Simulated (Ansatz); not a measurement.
Consider the cleavage of the Si–Si bond: `C[SiH2][SiH](F)[SiH3]` + H–F → `F[SiH](F)[SiH3]` + `C[SiH3]`.

Program: Ansatz. Geometries: PBE0-D4/def2-TZVP. ΔE: electronic, gas phase. CBS: MP2 limit from def2 TZ/QZ plus the TZ coupled-cluster correction, frozen cores. This one scheme is used for every species. DFT in def2-TZVPP. B3LYP here is the variant with VWN-RPA as its local correlation; programs differ in this. One conformer a species, not always the lowest.

```
             level  ΔE (kcal/mol)  difference from CCSD(T)/CBS
         r2SCAN-D4          -35.7                         -0.3
           PBE0-D4          -31.6                          3.8
          B3LYP-D4          -35.9                         -0.5
           ωB97M-V          -37.3                         -1.9
            B2PLYP          -38.5                         -3.1
               PBE          -32.0                          3.4
            r2SCAN          -36.2                         -0.8
              PBE0          -33.2                          2.2
    MP2/def2-TZVPP          -36.9                         -1.5
SCS-MP2/def2-TZVPP          -38.7                         -3.3
CCSD(T)/def2-TZVPP          -36.0                         -0.6
     HF/def2-QZVPP          -44.6                         -9.2
    MP2/def2-QZVPP          -36.8                         -1.4
SCS-MP2/def2-QZVPP          -38.6                         -3.2
      HF/CBS(def2)          -44.7                         -9.3
     MP2/CBS(def2)          -36.3                         -0.9
       CCSD(T)/CBS          -35.4                            0
```

Largest T1 diagnostic among the species: 0.013.

From PBE to PBE0 (25 % exact exchange), in def2-TZVPP and without D4, ΔE moves by −1.2 kcal/mol. In def2-TZVPP, CCSD(T) changes the Hartree–Fock value by +8.0 kcal/mol (the triples alone add +1.1 kcal/mol) and MP2 by +7.0 kcal/mol.
